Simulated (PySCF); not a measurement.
CdFHSe, SMILES [SeH][Cd][F].

The structure is a stationary point at B3LYP-D3(BJ)/def2-TZVP. The def2 effective core potentials stand for the cores of Cd; spin–orbit coupling is left out. The values are those of a single conformer.

All values below come from B3LYP-D3(BJ)/def2-TZVP (PySCF).

Frequencies are harmonic and unscaled.

```csv
mode,ν (cm⁻¹),IR (km/mol),Raman (Å⁴/amu),depolarisation,moving atoms (share of kinetic energy)
1,96,16.0,0.0,–,"F 59 %, Cd 32 %, Se 8 %"
2,99,13.9,0.2,0.75,"F 59 %, Cd 32 %, Se 9 %"
3,234,1.0,12.7,0.22,"Se 61 %, Cd 29 %, F 9 %"
4,565,91.3,10.9,0.32,"F 82 %, Cd 17 %"
5,602,0.7,1.0,0.31,H 97 %
6,2394,7.3,142.6,0.27,H 99 %
```
